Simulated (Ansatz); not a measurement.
Consider the hydrogenolysis of the Sn–F bond: `B[CH2][SnH2][F]` + H₂ → `B[CH2][SnH3]` + H–F.

Calculated with Ansatz (gas phase, PBE0-D4/def2-TZVP geometries, no zero-point term in ΔE). CCSD(T)/CBS adds triple-zeta CCSD(T) − MP2 to the extrapolated MP2 energy (def2 sets, frozen cores). This one scheme is used for every species. Elements past krypton have def2 core potentials. For Sn outer-core shells are correlated without core-valence functions, which leaves a few kJ/mol of doubt a bond. One conformer a species, not always the lowest.

```json
{"species": "`B[CH2][SnH2][F]`", "CCSD(T)/CBS(def2) energy (Eh)": "-380.28392"}
{"species": "H₂", "CCSD(T)/CBS(def2) energy (Eh)": "-1.17544"}
{"species": "`B[CH2][SnH3]`", "CCSD(T)/CBS(def2) energy (Eh)": "-281.04910"}
{"species": "H–F", "CCSD(T)/CBS(def2) energy (Eh)": "-100.39570"}
```

Problem. Work out ΔE.

Solution. ΔE = (-281.04910) + (-100.39570) − (-380.28392) − (-1.17544) = 0.01456 Eh = +38.2 kJ/mol.

Largest T1 diagnostic among the species: 0.013.

In def2-TZVPP, CCSD(T) changes the Hartree–Fock value by −6.8 kJ/mol (the triples alone add +1.9 kJ/mol) and MP2 by −3.9 kJ/mol. From PBE to PBE0 (25 % exact exchange), in def2-TZVPP and without D4, ΔE moves by −8.3 kJ/mol.
